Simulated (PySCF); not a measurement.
C3H7FSi.

```xyz
12

F     -2.1269    -0.1581     0.0000
C     -0.8508     0.3706     0.0000
C      0.0157    -0.0843    -1.1911
Si     1.4918    -0.0100     0.0000
C      0.0157    -0.0843     1.1911
H     -0.9531     1.4711     0.0000
H     -0.0672     0.5034    -2.1151
H     -0.2174    -1.1400    -1.4104
H      2.4691    -1.1339     0.0000
H      2.2259     1.2871     0.0000
H     -0.0672     0.5034     2.1151
H     -0.2174    -1.1400     1.4104
```

The structure is a stationary point at ωB97X-D3(BJ)/def2-SVP. This is a generated structure with no PubChem entry under its InChIKey; it may be hypothetical.

The numbers are results of PBE0/pcSseg-1 in PySCF, not measurements. Non-relativistic, no solvent.

Computed absolute GIAO shielding of each atom: isotropic value and principal components (ppm):
| atom | σ(iso) | σ11 | σ22 | σ33 | span |
|---|---|---|---|---|---|
| F1 | 316.9 | 249.9 | 327.3 | 373.6 | 123.8 |
| C2 | 96.3 | 60.9 | 78.3 | 149.7 | 88.8 |
| C3 | 162.3 | 142.7 | 152.1 | 192.0 | 49.3 |
| Si4 | 413.1 | 365.6 | 421.5 | 452.1 | 86.5 |
| C5 | 162.3 | 142.7 | 152.1 | 192.0 | 49.3 |
| H6 | 26.3 | 23.4 | 27.0 | 28.6 | 5.2 |
| H7 | 29.5 | 25.9 | 26.2 | 36.5 | 10.6 |
| H8 | 29.6 | 27.2 | 27.5 | 34.1 | 6.9 |
| H9 | 26.9 | 23.7 | 24.5 | 32.6 | 8.9 |
| H10 | 27.2 | 24.3 | 25.1 | 32.1 | 7.8 |
| H11 | 29.5 | 25.9 | 26.2 | 36.5 | 10.6 |
| H12 | 29.6 | 27.2 | 27.5 | 34.1 | 6.9 |
